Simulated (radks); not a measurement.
Task: Successive ionisation energies (eV) of one element, from differences of total energies of ions in their ground configurations, starting at charge 22: 1126.0, 1198.1, 1271.7, 1346.9, 1423.7, 1501.9, 1593.2, 1675.0, 1758.4, 1843.1, 2077.1, 2153.1, 2229.7, 2306.8, 2444.3, 2524.2, 2690.7, 2766.1, 6422.1, 6637.2, 6854.4, 7073.2. Method: Dirac Kohn-Sham, exchange-only PBE, spin-unpolarised, spherical densities, finite nucleus; open shells fill j = l - 1/2 first; Fermi nuclear charge, rms radius 4.6519 fm; computed with a radial shooting solver on a logarithmic mesh with Libxc functionals. Which element is it?

Result: Tin (Z = 50). The first species listed is Sn22+ in [Ar] 3d10, the last Sn43+ in [He] 2s2 2p3.
